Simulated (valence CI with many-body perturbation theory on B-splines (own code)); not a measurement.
Ta³¹⁺: E2, M1 decay

Calculated by valence CI with perturbative core correlation (CI+MBPT): six valence electrons over a frozen Dirac-Fock core [Kr], a basis of 7 s, 7 p, 8 d, 6 f, 4 g, 1 h functions for each j, with the one-electron correlation potential Σ1 (screened to all orders), the two-electron term Σ2, the three-electron term Σ3, Breit, model QED; selected single and double excitations, second order for the rest, scaled by the run's own slope (own B-spline code, finite nucleus).

The last digits are not significant, and no measured levels were compared; by estimate large intervals hold to a few tenths of a per cent, small ones and those within an open d or f shell to about a per cent. Core correlation moves these levels by up to 7400 cm⁻¹, and in measured spectra 5 to 20 % of such shifts remained as error; rates that hang on mixing are uncertain with them. Among the levels kept, up to 760 cm⁻¹ of a level comes from second order outside the variational space, and about a tenth of that is noise between levels of different J, which matters for small intervals. Only levels of the ground parity were solved; by the run's estimate the other parity begins above the list, which can be wrong where configurations are misplaced.

Lines 1 to 50 of 120 in falling wavelength, among levels below 70.711 eV, chosen from the decays that carry over 1 % of a level's rate. Wavelengths and rates use the calculated energies. Electric multipoles are in the length gauge, E1 and E2 with the static RPA response of the core. S is in atomic units (e²a₀⁴ for E2 and M2, e²a₀⁶ for E3), for M1 in squared Bohr magnetons. Weak lines are less certain than strong ones. Lines between different terms over intervals too small for the method are left out, as are lines whose strength nearly cancels. The highest levels of a list are the least certain.

Levels are named by their leading jj configuration (3d3/2^4 stands for four electrons in 3d with j = 3/2), which in mixed levels can hold well under half, so a name can repeat and another be missing. Letters in brackets count levels of one name in rising energy.

```csv
λ vac (nm),Upper,Lower,Type,A (s⁻¹),S (a.u.)
5046,(4d3/2^3 4d5/2^3) J=6,(4d3/2^3 4d5/2^3) J=5,M1,4.94e-02,3.06e+00
482.9,(4d3/2^4 4d5/2^2) J=2,(4d3/2^4 4d5/2^2) J=4,E2,2.83e-03,3.32e-02
422.0,(4d3/2^3 4d5/2^3) J=5,(4d3/2^3 4d5/2^3) J=4 [a],M1,1.19e+02,3.66e+00
293.1,(4d3/2^3 4d5/2^3) J=2 [b],(4d3/2^3 4d5/2^3) J=3 [b],M1,2.37e+02,1.11e+00
278.3,(4d3/2^3 4d5/2^3) J=2 [a],(4d3/2^3 4d5/2^3) J=1 [a],M1,2.52e+02,1.01e+00
267.3,(4d3/2^3 4d5/2^3) J=4 [b],(4d3/2^3 4d5/2^3) J=3 [b],M1,1.50e+02,9.56e-01
261.3,(4d3/2^3 4d5/2^3) J=2 [b],(4d3/2^3 4d5/2^3) J=2 [a],M1,1.07e+02,3.53e-01
224.8,(4d3/2^3 4d5/2^3) J=3 [b],(4d3/2^3 4d5/2^3) J=4 [a],M1,3.53e+02,1.04e+00
218.9,(4d3/2^4 4d5/2^2) J=0,(4d3/2^4 4d5/2^2) J=2,E2,4.94e-01,2.22e-02
201.7,(4d3/2^3 4d5/2^3) J=3 [c],(4d3/2^3 4d5/2^3) J=2 [a],M1,3.45e+02,7.34e-01
192.1,(4d3/2^3 4d5/2^3) J=1 [a],(4d3/2^4 4d5/2^2) J=0,M1,2.10e+03,1.65e+00
186.1,(4d3/2^3 4d5/2^3) J=3 [b],(4d3/2^3 4d5/2^3) J=3 [a],M1,7.04e+02,1.18e+00
171.8,(4d3/2^3 4d5/2^3) J=4 [b],(4d3/2^3 4d5/2^3) J=5,M1,2.81e+02,4.76e-01
171.8,(4d3/2^2 4d5/2^4) J=0 [b],(4d3/2 4d5/2^5) J=1,M1,2.30e+03,4.32e-01
158.9,(4d3/2^2 4d5/2^4) J=2 [d],(4d3/2^2 4d5/2^4) J=2 [c],M1,7.02e+02,5.22e-01
150.1,(4d3/2^3 4d5/2^3) J=0,(4d3/2^3 4d5/2^3) J=1 [a],M1,3.37e+03,4.22e-01
146.1,(4d3/2^2 4d5/2^4) J=3 [a],(4d3/2^3 4d5/2^3) J=2 [b],M1,1.27e+03,1.03e+00
145.8,(4d3/2^2 4d5/2^4) J=5,(4d3/2^3 4d5/2^3) J=4 [b],M1,2.77e+03,3.50e+00
135.2,(4d3/2^2 4d5/2^4) J=2 [a],(4d3/2^3 4d5/2^3) J=3 [b],M1,8.38e+02,3.84e-01
134.8,(4d3/2^3 4d5/2^3) J=2 [b],(4d3/2^3 4d5/2^3) J=1 [a],M1,6.94e+02,3.15e-01
134.0,(4d3/2^3 4d5/2^3) J=1 [b],(4d3/2^3 4d5/2^3) J=1 [a],M1,1.41e+03,3.76e-01
128.7,(4d3/2^2 4d5/2^4) J=4 [c],(4d3/2^2 4d5/2^4) J=5,M1,7.57e+02,5.39e-01
122.1,(4d3/2^3 4d5/2^3) J=4 [b],(4d3/2^3 4d5/2^3) J=4 [a],M1,9.35e+02,5.68e-01
119.0,(4d3/2^2 4d5/2^4) J=3 [b],(4d3/2^3 4d5/2^3) J=4 [b],M1,5.67e+03,2.48e+00
118.9,(4d3/2^3 4d5/2^3) J=3 [a],(4d3/2^4 4d5/2^2) J=2,M1,6.76e+03,2.95e+00
114.5,(4d3/2^2 4d5/2^4) J=3 [b],(4d3/2^3 4d5/2^3) J=2 [b],M1,1.23e+03,4.78e-01
113.8,(4d3/2^3 4d5/2^3) J=2 [b],(4d3/2^3 4d5/2^3) J=3 [a],M1,4.94e+03,1.35e+00
111.2,(4d3/2^2 4d5/2^4) J=4 [c],(4d3/2^2 4d5/2^4) J=4 [a],M1,9.68e+02,4.45e-01
106.6,(4d3/2^2 4d5/2^4) J=4 [a],(4d3/2^3 4d5/2^3) J=3 [b],M1,1.75e+03,7.08e-01
106.4,(4d3/2^2 4d5/2^4) J=4 [b],(4d3/2^3 4d5/2^3) J=3 [c],M1,1.49e+03,6.00e-01
105.0,(4d3/2^2 4d5/2^4) J=2 [d],(4d3/2^2 4d5/2^4) J=2 [b],M1,5.29e+02,1.13e-01
104.1,(4d3/2^2 4d5/2^4) J=1,(4d3/2^3 4d5/2^3) J=1 [b],M1,8.23e+03,1.03e+00
103.6,(4d3/2^2 4d5/2^4) J=1,(4d3/2^3 4d5/2^3) J=2 [b],M1,5.82e+03,7.20e-01
102.3,(4d3/2^3 4d5/2^3) J=1 [a],(4d3/2^4 4d5/2^2) J=2,M1,3.15e+04,3.75e+00
100.1,(4d3/2 4d5/2^5) J=2,(4d3/2^2 4d5/2^4) J=2 [c],M1,3.62e+03,6.73e-01
97.51,(4d3/2^2 4d5/2^4) J=3 [a],(4d3/2^3 4d5/2^3) J=3 [b],M1,2.45e+03,5.90e-01
96.10,(4d3/2^2 4d5/2^4) J=1,(4d3/2^3 4d5/2^3) J=0,M1,1.01e+04,1.00e+00
95.43,(4d3/2^3 4d5/2^3) J=3 [a],(4d3/2^4 4d5/2^2) J=4,M1,2.50e+04,5.63e+00
95.35,(4d3/2 4d5/2^5) J=3,(4d3/2^2 4d5/2^4) J=2 [c],M1,1.27e+04,2.85e+00
94.54,(4d3/2^2 4d5/2^4) J=2 [b],(4d3/2^3 4d5/2^3) J=1 [b],M1,7.63e+02,1.20e-01
94.14,(4d3/2^2 4d5/2^4) J=2 [b],(4d3/2^3 4d5/2^3) J=2 [b],M1,2.22e+03,3.43e-01
93.72,(4d3/2^2 4d5/2^4) J=3 [a],(4d3/2^3 4d5/2^3) J=2 [a],M1,7.85e+03,1.68e+00
87.68,(4d3/2^2 4d5/2^4) J=2 [a],(4d3/2^3 4d5/2^3) J=1 [a],M1,1.67e+04,2.09e+00
87.68,(4d3/2^3 4d5/2^3) J=4 [a],(4d3/2^4 4d5/2^2) J=4,M1,3.23e+04,7.26e+00
87.27,(4d3/2^2 4d5/2^4) J=4 [a],(4d3/2^3 4d5/2^3) J=5,M1,1.04e+04,2.31e+00
82.33,(4d3/2^2 4d5/2^4) J=3 [b],(4d3/2^3 4d5/2^3) J=3 [b],M1,1.77e+04,2.56e+00
80.68,(4d3/2^2 4d5/2^4) J=0 [a],(4d3/2^3 4d5/2^3) J=1 [a],M1,9.06e+04,1.76e+00
80.12,(4d3/2^2 4d5/2^4) J=5,(4d3/2^3 4d5/2^3) J=6,M1,2.13e+04,4.46e+00
79.61,(4d3/2^2 4d5/2^4) J=3 [b],(4d3/2^3 4d5/2^3) J=2 [a],M1,1.12e+04,1.46e+00
78.92,(4d3/2^3 4d5/2^3) J=1 [b],(4d3/2^4 4d5/2^2) J=0,M1,1.35e+04,7.40e-01
```
